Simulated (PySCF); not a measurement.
Ligands exchanged one at a time, B SiH3-I. All species are isolated molecules in the gas phase. Strings in code marks are SMILES.

The HOMO–LUMO gap from two functionals at the same geometries (r2SCAN-D4/def2-TZVP), both in PySCF: PBE-D3(BJ)/def2-TZVP and r2SCAN-D4/def2-TZVP. 

```tsv
species	PBE-D3(BJ)/def2-TZVP (eV)
0 of 3 SiH3 replaced by I (`[SiH3]B([SiH3])[SiH3]`)	2.82
1 of 3 SiH3 replaced by I (`[SiH3]B([SiH3])I`)	2.36
2 of 3 SiH3 replaced by I (`B(I)([SiH3])I`)	2.97
3 of 3 SiH3 replaced by I	3.02
```

Q: What does r2SCAN-D4/def2-TZVP give for each?

A: 
- 0 of 3 SiH3 replaced by I (`[SiH3]B([SiH3])[SiH3]`): 3.27
- 1 of 3 SiH3 replaced by I (`[SiH3]B([SiH3])I`): 2.74
- 2 of 3 SiH3 replaced by I (`B(I)([SiH3])I`): 3.37
- 3 of 3 SiH3 replaced by I: 3.46
Over these rows, drawn at random from the members with no instability flagged (it was tested for open shells, ions and some series alone), PBE minus r2SCAN-D4: mean -0.42 eV, from -0.45 eV to -0.38 eV.
